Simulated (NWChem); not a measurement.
Correlation energy of Sn

```xyz
1

Sn     0.0000     0.0000     0.0000
```
Charge 0, spin multiplicity 3.

The numbers come from NWChem runs, not from measurements.

Basis set: def2-TZVP. Each correlation energy counts from its own Hartree-Fock reference.

Effective core potentials replace the inner electrons of Sn; spin-orbit coupling is left out. The correlated methods keep 4 core orbitals frozen. No SCF solution was tested for a lower state. Open-shell Hartree-Fock references start from PBE0 orbitals. No row is a measurement; the coupled-cluster row has its own basis-set and correlation limits.

Q: For the correlation energy, UMP2 gives -264.6 mHa and SCS-UMP2 gives -235.2 mHa. What do CCSD on UHF, CCSD[T] on UHF, CCSD(T) on UHF give?

A: CCSD on UHF: -261.6 mHa; CCSD[T] on UHF: -268.1 mHa; CCSD(T) on UHF: -267.6 mHa.
